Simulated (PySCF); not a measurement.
Sb⁺: ionisation energy

Sb⁺ [Kr] 4d10 5s2 5p2 (3P) → Sb²⁺ [Kr] 4d10 5s2 5p1 (2P), as a difference of total energies. Computed with PySCF 2.14 in def2-TZVPPD with the def2 core potential (28 electrons) (7s5p4d2f, 56 functions), with a scalar-relativistic core potential. Correlated levels: valence: 4s2 4p6 4d10 frozen. The calculations carry no spin-orbit coupling.

Problem. Order these methods by the ionisation energy they give, lowest first.
A. SCS-MP2 (valence)
B. CCSD(T) (valence)
C. UHF
D. CCSD (valence)

Solution. C (16.006 eV), A (16.254 eV), D (16.352 eV), B (16.373 eV).

The reference lies between the lowest fine-structure levels, while these numbers refer to the centres of the terms.

Errors of the correlated levels include the incompleteness of this basis and the frozen core.

For comparison: 16.626 ± 0.025 eV (measured; NIST Atomic Spectra Database, ionization energies).
